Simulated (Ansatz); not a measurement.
A structure relaxed at PBE0-D4/def2-TZVP, charge 0, multiplicity 1:

| atom | x (Å) | y (Å) | z (Å) |
| --- | --- | --- | --- |
| C1 | 0.961 | 0.359 | 1.913 |
| P2 | -0.200 | 0.306 | 0.512 |
| C3 | -0.580 | 2.070 | 0.265 |
| C4 | -1.724 | -0.306 | 1.299 |
| Ru5 | 0.529 | -0.844 | -1.375 |
| C6 | 1.811 | -2.058 | -0.620 |
| O7 | 2.571 | -2.782 | -0.169 |
| C8 | -0.515 | -0.002 | -2.749 |
| O9 | -1.139 | 0.498 | -3.565 |
| C10 | -0.705 | -2.315 | -1.445 |
| O11 | -1.438 | -3.190 | -1.485 |
| C12 | 2.000 | 0.272 | -1.902 |
| O13 | 2.875 | 0.936 | -2.215 |
| H14 | 0.550 | 0.925 | 2.754 |
| H15 | 1.895 | 0.823 | 1.590 |
| H16 | 1.184 | -0.658 | 2.238 |
| H17 | -0.909 | 2.543 | 1.194 |
| H18 | 0.311 | 2.582 | -0.104 |
| H19 | -1.363 | 2.169 | -0.488 |
| H20 | -1.993 | 0.295 | 2.172 |
| H21 | -1.581 | -1.344 | 1.606 |
| H22 | -2.540 | -0.277 | 0.576 |

(1) Give its formula and SMILES.

(2) Point group (tolerance 0.08 Å, 0.16 Å for H)?

(3) Summarise the bond lengths by kind.

## Answers

(1) C7H9O4PRu, `C[P+](C)(C)[Ru-5]([C]#[O+])([C]#[O+])([C]#[O+])[C]#[O+]`.

(2) C1.

(3) 3 × C–P 1.821 Å; 9 × C–H 1.091 to 1.093 Å; 1 × P–Ru 2.327 Å; 4 × C–Ru 1.920 to 1.921 Å; 4 × C–O 1.142 Å.

Results of the Gaussian-basis code of Ansatz.
